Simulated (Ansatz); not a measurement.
Geometry optimisation, RKS PBE0-D4/STO-3G (Ansatz 0.2.0).

Input file:

```yaml
crystal:
  periodic: [false, false, false]
  atoms:
    - { symbol: Al, position_ang: [-2.4141, -0.8579, 1.3591] }
    - { symbol: O, position_ang: [-0.8367, 0.0359, 1.3751] }
    - { symbol: Si, position_ang: [-0.074, -0.3567, -0.1146] }
    - { symbol: Si, position_ang: [1.091, -2.3061, 0.1023] }
    - { symbol: C, position_ang: [1.2277, 0.9517, -0.4989] }
    - { symbol: Si, position_ang: [0.3701, 2.6161, -0.7271] }
    - { symbol: H, position_ang: [-3.7047, -0.0803, 0.7147] }
    - { symbol: H, position_ang: [-2.5512, -2.2864, 1.8986] }
    - { symbol: H, position_ang: [-0.9765, -0.4039, -1.1929] }
    - { symbol: H, position_ang: [1.7211, -2.6241, -1.1251] }
    - { symbol: H, position_ang: [1.9779, -2.229, 1.2273] }
    - { symbol: H, position_ang: [0.0539, -3.3634, 0.4141] }
    - { symbol: H, position_ang: [1.7235, 0.7142, -1.4233] }
    - { symbol: H, position_ang: [1.9168, 1.0486, 0.3792] }
    - { symbol: H, position_ang: [-0.5816, 2.4812, -1.8389] }
    - { symbol: H, position_ang: [-0.3465, 2.9993, 0.52] }
    - { symbol: H, position_ang: [1.3844, 3.6603, -1.0295] }
basis:
  gaussian: { orbitals: STO-3G }
hamiltonian:
  xc: pbe0
  dispersion: d4
relax:
  f_tol: 0.015
  max_steps: 40
```

Command:

```bash
$ ansatz run input.yaml --threads 1 --pin off --max-ram 2048MiB --backend cpu --events-out ev --progress --plain --runs-dir out
```

Problem. Where does it end, and by what steps?

Solution. It converged. The force dipped under the threshold on the way, but the program's further checks kept it going. Limits of this set-up: minimal basis. After 18 steps the energy has fallen by 1.046 eV; H7 moved furthest, 1.38 Å.

```tsv
step	energy less start (eV)	largest force component (eV/Å)	accepted
0	0.0000	2.688	yes
1	-0.6057	2.022	yes
2	-0.7350	0.884	yes
3	-0.7977	0.294	yes
4	-0.8226	0.496	yes
5	-0.8786	0.459	yes
6	-0.9204	0.524	yes
7	-0.9686	0.418	yes
8	-0.9958	0.402	yes
9	-1.0271	0.067	yes
10	-1.0346	0.076	yes
11	-1.0304	0.427	no
12	-1.0385	0.042	yes
13	-1.0401	0.119	yes
14	-1.0423	0.127	yes
15	-1.0434	0.095	yes
16	-1.0446	0.047	yes
17	-1.0455	0.010	yes
18	-1.0457	0.014	yes
```

```xyz
17
Properties=species:S:1:pos:R:3
Al -2.359 -0.768 1.431
O -1.378 0.152 0.435
Si -0.096 -0.438 -0.491
Si 0.894 -2.340 0.235
C 1.159 0.954 -0.598
Si 0.371 2.647 -0.682
H -3.495 -0.043 2.074
H -2.042 -2.219 1.627
H -0.592 -0.666 -1.838
H 2.171 -2.509 -0.419
H 1.140 -2.305 1.658
H 0.104 -3.515 -0.047
H 1.781 0.801 -1.486
H 1.837 0.924 0.260
H -0.631 2.690 -1.720
H -0.250 2.983 0.577
H 1.366 3.652 -0.974
```

Whether the end is a true minimum wasn't checked by a vibrational analysis.

The run took 2 min on 1 CPU thread of a shared host.
